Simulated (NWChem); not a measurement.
# Atomisation of CNO

SMILES: [N]=C=O
```xyz
3

N      0.0000     0.0000     1.2791
C      0.0000     0.0000     0.0418
O      0.0000     0.0000    -1.1506
```
Charge 0, spin multiplicity 2.

Program: NWChem. All single points use one geometry, from UPBE/def2-SVP, a minimum by its harmonic frequencies.

Basis set: def2-TZVP. The atomisation energy is electronic alone: no zero-point, thermal, spin-orbit or counterpoise terms. No value is extrapolated to the basis-set limit. Free atoms are single determinants with multiplicities N 4, C 3, O 3.

B3LYP has NWChem's definition, with VWN1-RPA local correlation. The structure started from a generated list of species. The unpaired electrons of the parent sit in orbitals of symmetry b1 (C2v labels of the run); other states weren't searched. The stability of the SCF solutions was not checked.

Order these methods by the atomisation energy they give, lowest first: B3LYP, PBE0, LDA (SVWN5), BP86.

B3LYP (322.5 kcal/mol), PBE0 (323.8 kcal/mol), BP86 (347.3 kcal/mol), LDA (SVWN5) (395.0 kcal/mol)
